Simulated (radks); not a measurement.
Valence configurations of neutral molybdenum (all share [Kr]). Method: Dirac Kohn-Sham, PBEsol, spin-unpolarised, spherical densities, finite nucleus; open shells fill j = l - 1/2 first; Fermi nuclear charge, rms radius 4.4091 fm; computed with a radial shooting solver on a logarithmic mesh with Libxc functionals. Energies are relative to 4d5 5s1; eigenvalues in eV.

| valence | E (eV) | e(4d3/2) | e(4d5/2) | e(5p1/2) | e(5p3/2) | e(5s1/2) |
|---|---|---|---|---|---|---|
| 4d5 5s1 | 0.000 | -3.828 | -3.625 | - | - | -4.099 |
| 4d4 5s1 5p1 | 3.513 | -6.910 | - | -2.144 | - | -5.691 |
| 4d3 5s2 5p1 | 5.417 | -9.139 | - | -2.563 | - | -6.508 |
| 4d5 5p1 | 3.101 | -5.038 | -4.829 | -1.776 | - | - |
| 4d1 5s2 5p3 | 24.010 | -16.307 | - | -4.433 | -4.149 | -9.423 |
| 4d4.5 5s1 5p0.5 | 1.508 | -5.349 | -5.131 | -1.633 | - | -4.918 |
| 4d4 5s2 | 0.039 | -5.720 | - | - | - | -4.893 |
| 4d6 | 0.889 | -2.372 | -2.190 | - | - | - |
| 4d3 5s1 5p2 | 9.429 | -10.182 | - | -3.075 | - | -7.152 |
| 4d5.5 5s0.5 | 0.347 | -3.039 | -2.847 | - | - | -3.749 |

NIST lists [Kr] 4d5 5s1 as the ground configuration; this level of theory agrees among the configurations tried. The energies are those of spherical spin-averaged densities, not of single terms.
